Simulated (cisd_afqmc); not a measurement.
Input (AFQMC/CISD/def2-SVP; cisd_afqmc is a phaseless AFQMC code with CISD trial states that reads the integrals written by Ansatz):

Ansatz 0.2 input:
```python
import cisd_afqmc

open("ham.yaml", "w").write("""\
crystal:
  periodic: [false, false, false]
  atoms:
    - {symbol: Cd, position_ang: [-0.25109247, -0.79782338, -0.38106613]}
    - {symbol: Cl, position_ang: [1.30828566, 1.28674475, -0.42634009]}
    - {symbol: Cl, position_ang: [-0.59931869, 0.96593302, 1.50229152]}
basis:
  gaussian:
    orbitals: def2-SVP
magnetization: {spin_polarized: true, initial_magnetization: 2}
correlation: {method: ccsd, electrons: outside_noble_gas, hamiltonian_folder: ham}
""")
rep = cisd_afqmc.ansatz("ham.yaml")
e_ccsd = rep["correlation"]["coupled_cluster"]["energy"]["hartree"]
out = cisd_afqmc.run("ham", e_ccsd, trial="CISD", walkers=100, populations=8, threads=8, dt=0.005, steps=40, early=36, settle=10, least=32,
    cut=5e-5, rank_cut=2e-4, target=0.0004, seconds=1500, seed=1, memory=17280, gpu=False)
```

Output:

```
WARN ansatz::render: these amplitudes may be one of several solutions (largest doubles amplitude 0.05, level shift 0.83 eV)
orbitals 53, occupied [14, 12], factors 320 of 649, rank of the doubles 438 of 1038
E(HF) = -1085.541594
E(CCSD) on the cut factors = -1086.079723, shift to the whole factors 0.000010
Energy of the trial state on the determinant = -1086.079699
  tau behind 10.8 of longer steps, mean of the populations' last blocks
   2.0  -1086.09266
   4.0  -1086.09321
   6.0  -1086.08858
   8.0  -1086.09216
  10.0  -1086.09282
  12.0  -1086.09055
blocks 510 (3 outliers left out), error by blocks joined: 1: 0.00026, 2: 0.00030, 4: 0.00035, 8: 0.00039, 16: 0.00040
E(AFQMC/CISD) = -1086.09125 +/- 0.00040
```

This triplet is an excited state, 3.3 eV above the singlet at CCSD(T)/def2-QZVPP (Ansatz).

The run carries these doubts: other roots.
